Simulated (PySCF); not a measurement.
This PySCF input asks for the NMR shieldings of SMILES CSCC1(S)C[SiH2]C1, C₅H₁₂S₂Si; the geometry comes from GFN2-xTB.

```python
import basis_set_exchange as bse
import numpy as np
from pyscf import gto, dft
from pyscf.prop import nmr

atoms = """
C     3.231818    0.094802    0.213867
S     1.559593    0.798587    0.258466
C     0.656021   -0.656156   -0.387383
C    -0.845599   -0.468375   -0.328454
S    -1.601065   -1.983939   -1.074612
C    -1.376677   -0.182438    1.086175
Si   -1.856934    1.599087    0.578972
C    -1.336154    0.785643   -1.071353
H     3.481300   -0.190204   -0.804540
H     3.285421   -0.765256    0.876422
H     3.907080    0.870501    0.558393
H     0.977319   -0.812419   -1.419868
H     0.960955   -1.514397    0.217720
H    -1.233328   -2.818991   -0.103471
H    -0.621008   -0.316376    1.857132
H    -2.224320   -0.816912    1.338084
H    -0.977070    2.650776    1.069108
H    -3.276890    1.916617    0.708255
H    -2.160194    0.555966   -1.744349
H    -0.555418    1.264162   -1.657634
"""
names = dict.fromkeys(["C", "S", "Si", "H"], "pcSseg-1")
basis = {el: gto.basis.parse(bse.get_basis(n, elements=[el], fmt="nwchem")) for el, n in names.items()}
mol = gto.M(atom=atoms, basis=basis, charge=0, verbose=0)
mf = dft.RKS(mol, xc="PBE0")
mf.grids.level = 2
mf.grids.alignment = dft.numint.BLKSIZE   # the property module wants whole blocks of grid points
mf.conv_tol = 1e-9
mf.kernel()

calc = nmr.RKS(mf)   # GIAO
C = mf.mo_coeff
Co = C[:, mf.mo_occ > 0]
resp = mf.gen_response(singlet=True, hermi=2)
def vind(x):   # induced exchange potential for any number of trial vectors
    d = np.einsum("pi,xij,qj->xpq", C, 2 * x.reshape(-1, C.shape[1], Co.shape[1]), Co, optimize=True)
    return np.einsum("xpq,pi,qj->xij", resp(d - d.transpose(0, 2, 1)), C, Co, optimize=True).ravel()
mo1, _ = nmr.rhf.solve_mo1(calc, with_cphf=vind)
sigma = calc.kernel(mo1)
for i, s in enumerate(sigma):   # ppm
    print("%2d %-2s %9.2f" % (i, mol.atom_pure_symbol(i), np.trace(s) / 3))
```

Question: Give the expected output.

Answer: 
```
 0 C     164.66
 1 S     564.90
 2 C     126.46
 3 C     135.55
 4 S     421.68
 5 C     157.08
 6 Si    404.91
 7 C     165.90
 8 H      29.51
 9 H      29.54
10 H      29.61
11 H      28.35
12 H      29.24
13 H      29.25
14 H      29.41
15 H      29.59
16 H      27.09
17 H      27.02
18 H      29.94
19 H      29.73
```

These numbers come from an equivalent density-fitted implementation of the same equations, which agrees with the script to about 0.01 ppm for H and up to a few tenths of a ppm for heavy atoms, so last digits may differ.

Question: Turn these shieldings into chemical shifts. Scale: TMS for ¹³C (σref 186.93), ²⁹Si (σref 349.16), ¹H (σref 31.72); CS2 for ³³S (σref 503.73) (reference shieldings calculated alike).

Answer: Averaging equivalent atoms: C 2: 60.5; C 3: 51.4; C 5/7: 25.4; C 0: 22.3; S 4: 82; S 1: -61; Si 6: -55.8; H 17: 4.69; H 16: 4.63; H 11/12: 2.92; H 13: 2.47; H 8/9/10: 2.16; H 14/19: 2.15; H 15/18: 1.95 ppm. 

Size and cost of the density-fitted run: 217 basis functions, 86 s wall time on 1 thread of an Arm Neoverse N1, shared host; peak memory 0.9 GiB.
